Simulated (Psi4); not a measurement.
cyclopropene (C$_{3}$H$_{4}$), singlet, at a GFN2-xTB geometry. Base run: SVWN/6-31G (Psi4).

Geometry (Å):
```xyz
7

C     -0.0240    -0.0099     0.8529
C      0.0142    -0.6425    -0.5068
C      0.0139     0.6541    -0.4917
H      0.8657    -0.0169     1.4741
H     -0.9472    -0.0167     1.4231
H      0.0287    -1.5660    -1.0301
H      0.0282     1.5894    -0.9936
```
Charge 0, spin multiplicity 1.
All else is at Psi4's defaults (density fitting, Cartesian functions).
Base energy -115.90234 Eh.

Variants of this job, named by their change:

| change | ΔE vs base (µEh) | SCF cycles | grid points | basis functions |
|---|---|---|---|---|
| base | 0.0 | 8 | 150488 | 35 |
| dft_radial_scheme = mura | 0.0 | 8 | 152128 | 35 |
| df_basis_scf = def2-universal-jkfit | 17.6 | 8 | 150488 | 35 |
| guess = gwh | 0.0 | 9 | 150488 | 35 |
| diis_max_vecs = 15 | 0.0 | 8 | 150488 | 35 |
| dft_radial_scheme = becke | 0.0 | 8 | 132330 | 35 |
| dft_pruning_scheme = treutler | 4.4 | 8 | 83030 | 35 |
| dft_nuclear_scheme = becke | -6.5 | 8 | 149686 | 35 |
| dft_radial_points = 35 | 12.8 | 8 | 71563 | 35 |
| cholesky_tolerance = 1e-6 (with scf_type cd) | 56.9 | 8 | 150488 | 35 |
| dft_pruning_scheme = robust | 0.0 | 8 | 103358 | 35 |
| scf_type = direct | 57.6 | 12 | 150488 | 35 |
| e_convergence = 1e-10 | 0.0 | 9 | 150488 | 35 |
